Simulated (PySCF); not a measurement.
Simulated C 1s region for `C#C[C@@H]1C[Si@H]1/C=C/OC`, binding energy against the vacuum level.

Every computed line was given a Gaussian of 0.6 eV full width at half maximum and an area set by the number of equivalent atoms; the highest printed point is 100. The calculation used delta-SCF UKS SCAN, pcX-2 on the ionised atom, pcseg-1 elsewhere, spin-free X2C in PySCF.

binding energy (eV), intensity and a bar:
```
    288.4          0 
    288.5          1 
    288.6          1 
    288.7          4 #
    288.8          8 ##
    288.9         14 ####
    289.0         23 #######
    289.1         32 #########
    289.2         39 ############
    289.3         45 #############
    289.4         50 ###############
    289.5         57 #################
    289.6         68 ####################
    289.7         81 ########################
    289.8         92 ############################
    289.9         99 ##############################
    290.0        100 ##############################
    290.1         94 ############################
    290.2         83 #########################
    290.3         69 #####################
    290.4         52 ################
    290.5         36 ###########
    290.6         23 #######
    290.7         13 ####
    290.8          6 ##
    290.9          3 #
    291.0          1 
    291.1          0 
    291.2          0 
    291.3          1 
    291.4          2 
    291.5          4 #
    291.6          8 ##
    291.7         15 ####
    291.8         23 #######
    291.9         30 #########
    292.0         35 ##########
    292.1         34 ##########
    292.2         31 #########
    292.3         27 ########
    292.4         26 ########
    292.5         29 #########
    292.6         33 ##########
    292.7         35 ##########
    292.8         33 ##########
    292.9         28 ########
    293.0         20 ######
    293.1         12 ####
    293.2          6 ##
    293.3          3 #
    293.4          1 
    293.5          0 
    293.6          0
```

Task: How many maxima does the curve show, and how many computed lines lie under it?

Result: The curve has 3 maxima (at 290.0, 292.0 and 292.7 eV). Under it lie 7 lines from 7 inequivalent carbon sites. At this width some lines have no maximum of their own.

Task: Decompose the envelope and assign each component. Numbering: `[CH:1]#[C:2][C@@H:3]1[CH2:4][Si@H:5]1/[CH:6]=[CH:7]/[O:8][CH3:9]`.

Result: 
```
position (eV)  relative area  line  atoms                    environment
       289.24              1  C 1s     C1         terminal alkyne carbon
       289.72              1  C 1s     C6               alkene CH carbon
       289.90              1  C 1s     C4    sp3 carbon bound to silicon
       290.06              1  C 1s     C2                  alkyne carbon
       290.31              1  C 1s     C3    sp3 carbon bound to silicon
       292.03              1  C 1s     C7  vinylic carbon bearing oxygen
       292.73              1  C 1s     C9                 methoxy carbon
```

Task: What are the centre and the root-mean-square width of the whole band?

Result: The area-weighted mean of the lines is 290.57 eV. Their own spread about it is 1.20 eV (rms) and each Gaussian has σ = 0.6/2.355 = 0.25 eV; the variances add, which gives 1.23 eV.

The listed C 1s values span 3.49 eV, from C1 (bonded to C (triple bond) and H) to C9 (bonded to O and 3 H). The widest gap between neighbouring values is 1.72 eV, between 290.31 and 292.03 eV.

The curve has no shake-up lines and no vibrational structure. The unrestricted hole states depart most from a pure doublet (⟨S²⟩ = 0.75; over 0.85 named) for C 1s of C2 (0.87) and C 1s of C7 (0.86), which makes these values less certain. One conformer (not necessarily the lowest) at the PBE0-D3(BJ)/def2-SVP geometry, without solvent, vibrations or thermal averaging.

On an AMD EPYC with one thread, shared host, this took 6.7 min and 0.72 GiB of memory at its peak.

The values belong to the conformer `[CH:1]#[C:2][C@@H:3]1[CH2:4][Si@H:5]1/[CH:6]=[CH:7]/[O:8][CH3:9]`: C4–Si5–C6–C7 -23°, C6–C7–O8–C9 0°.
